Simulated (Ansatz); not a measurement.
H2, triplet, geometry from GFN2-xTB (a higher spin typed on purpose: for a closed-shell molecule this is an excited state), atoms displaced at random by about 0.08 Å a coordinate; HF/STO-3G, gradient run with Ansatz (an electronic-structure program).

Here is a job for Ansatz.
Ansatz 0.2 input:
```yaml
crystal:
  periodic: [false, false, false]
  atoms:
    - {symbol: H, position_ang: [-0.01894643, 0.03250313, -1.78495507]}
    - {symbol: H, position_ang: [-0.00032358, -0.10322994, 1.66214902]}
basis:
  gaussian:
    orbitals: STO-3G
hamiltonian:
  xc: hf
magnetization: {spin_polarized: true, initial_magnetization: 2}
output: {forces: true}
```

**Question.** Predict the main parts of the log of this Ansatz run.

**Answer.** 
```
Functional definition: HF
19 factors; integrals over basis functions are off by at most 4.6e-7 eV
mean field evaluation 1: about -25.3915 eV, gradient 0.0e0 eV
mean field evaluation 2: about -25.3917 eV, gradient 0.0e0 eV
mean field -25.39173231 eV, -0.9331289513 hartree, gradient 0.0e0 eV, S^2 2.000000; 0 other end points of the search recorded, 0 dependent functions left out
the calculation of the forces begins
reference -25.39173231 eV, -0.9331289513 hartree; 2, 0 occupied and 0, 2 virtual orbitals, 19 factors
Total energy: -25.39173231 eV, -0.9331289513 hartree
Atom 0 at    -0.018946     0.032503    -1.784955 Å, force    -0.000022     0.000162    -0.004102 eV/Å
Atom 1 at    -0.000324    -0.103230     1.662149 Å, force     0.000022    -0.000162     0.004102 eV/Å
Dipole moment:     0.000000     0.000000     0.000000 e Å
```
